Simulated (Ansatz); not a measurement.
Reaction (atomization): `F[SiH](F)S[SiH3]` → 2 F• + 4 H• + S• + 2 Si•

Isolated molecules relaxed with PBE0-D4/def2-TZVP in Ansatz; ΔE leaves out vibrations. CCSD(T)/CBS adds triple-zeta CCSD(T) − MP2 to the extrapolated MP2 energy (def2 sets, frozen cores). This one scheme is used for every species, atoms too. DFT in def2-TZVPP. Open shells (•) are unrestricted, without spin–orbit coupling. Spin–orbit coupling would lower the free atoms: a little for F, S, Si. One conformer a species, not always the lowest.

(1) What is ΔE at CCSD(T)/CBS? (Estimate.)

(2) What do these levels give: PBE-D4, ωB97M-V, r2SCAN, MP2/def2-TZVPP, CCSD/def2-TZVPP, SCS-MP2/def2-QZVPP? (Best estimate.)

Largest T1 diagnostic among the species: 0.012.

## Answers

(1) Ansatz gave: +3167.8 kJ/mol.

(2) Ansatz gave: PBE-D4 3144.5, ωB97M-V 3161.3, r2SCAN 3151.4, MP2/def2-TZVPP 3133.5, CCSD/def2-TZVPP 3023.9, SCS-MP2/def2-QZVPP 3179.8 kJ/mol.

From PBE to PBE0 (25 % exact exchange), in def2-TZVPP and without D4, ΔE moves by −37.4 kJ/mol: exact exchange takes away binding that semilocal exchange gives to molecules. The D4 term adds +39.6 kJ/mol with B3LYP and +20.6 kJ/mol with PBE0; it sums over pairs of atoms, weighted by their polarisabilities, and B3LYP, whose exchange is more repulsive, gets the larger term.

B3LYP here is the variant with VWN-RPA as its local correlation; programs differ in this.

For atomizations the MP2-based limit and the directly extrapolated one differ by several kJ/mol either way, and by 10 to 25 for some Ge, Se and Sn compounds, so smaller differences from it don't rank the levels.
